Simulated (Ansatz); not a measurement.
# One arrangement of a pair

The pair of Cu⁺ (SMILES [Cu+], atom 1) and F⁻ (SMILES [F-], atom 2), both closed shells, in one local arrangement (a lower one may exist), relaxed at PBE0-D4/def2-TZVP:

| atom | x (Å) | y (Å) | z (Å) |
| --- | --- | --- | --- |
| Cu1 | 0.0000 | 0.0000 | -0.8824 |
| F2 | 0.0000 | 0.0000 | 0.8824 |

Ansatz 0.2.0; basis: def2-TZVPPD, with def2-QZVPPD for the basis limit; cores frozen in the correlated methods. The 3s and 3p shells of Cu and Zn are frozen; filled d shells are correlated. B3LYP uses VWN-RPA correlation. Extrapolation: Hartree–Fock as exp(−7.88 √X), correlation as X^−2.97. Interaction energies count from these two fragments, frozen as in the pair, with the counterpoise correction; negative means bound.

(1) What is the interaction energy by CCSD(T) at an estimated basis limit (MP2 extrapolated from triple and quadruple zeta, plus CCSD(T) − MP2 in triple zeta)? (To be estimated.)

(2) Which atoms make the shortest contact between the fragments?

No T1 diagnostic of these runs exceeds 0.037. The T1 diagnostic is large here, which may signal multireference character or strong orbital relaxation, so CCSD(T) is less sure.

## Answers

(1) Computed: -192.83 kcal/mol. Hartree–Fock alone gives -174.78 kcal/mol at the basis limit. It counts from the two fragments frozen as in the pair.

The same quantity by other methods in triple zeta, and each one's difference from that estimate:
```json
{"method": "PBE-D4", "E_int (kcal/mol)": "-203.99", "difference": "-11.16"}
{"method": "revPBE-D4", "E_int (kcal/mol)": "-198.92", "difference": "-6.09"}
{"method": "BLYP-D4", "E_int (kcal/mol)": "-202.56", "difference": "-9.72"}
{"method": "r2SCAN-D4", "E_int (kcal/mol)": "-205.85", "difference": "-13.02"}
{"method": "B97M-V", "E_int (kcal/mol)": "-205.20", "difference": "-12.36"}
{"method": "PBE0-D4", "E_int (kcal/mol)": "-195.94", "difference": "-3.11"}
{"method": "B3LYP-D4", "E_int (kcal/mol)": "-196.92", "difference": "-4.09"}
{"method": "HSE06-D4", "E_int (kcal/mol)": "-195.85", "difference": "-3.02"}
{"method": "wB97X-V", "E_int (kcal/mol)": "-193.48", "difference": "-0.65"}
{"method": "wB97M-V", "E_int (kcal/mol)": "-193.18", "difference": "-0.34"}
{"method": "B2PLYP", "E_int (kcal/mol)": "-193.95", "difference": "-1.12"}
{"method": "HF", "E_int (kcal/mol)": "-173.76", "difference": "19.08"}
{"method": "MP2", "E_int (kcal/mol)": "-188.59", "difference": "4.24"}
{"method": "CCSD", "E_int (kcal/mol)": "-185.26", "difference": "7.58"}
{"method": "CCSD(T)", "E_int (kcal/mol)": "-187.24", "difference": "5.59"}
```
Differences are method less estimate.

(2) Cu1 and F2, 1.76 Å apart.

Basis-set superposition shift (counterpoise-corrected less uncorrected): CCSD(T) 1.67; MP2 1.54; HF 0.28; PBE0-D4 0.31; wB97M-V 0.28 kcal/mol.

For scale, one of the runs: CCSD(T)/def2-TZVPPD, 107 basis functions, launched by `ansatz run in.yaml --threads 2 --pin off --events-out ev --progress --plain --max-ram 5222MiB`. The run took about 2.2 s on 2 CPU threads of an Intel Xeon 6975P-C (shared host).
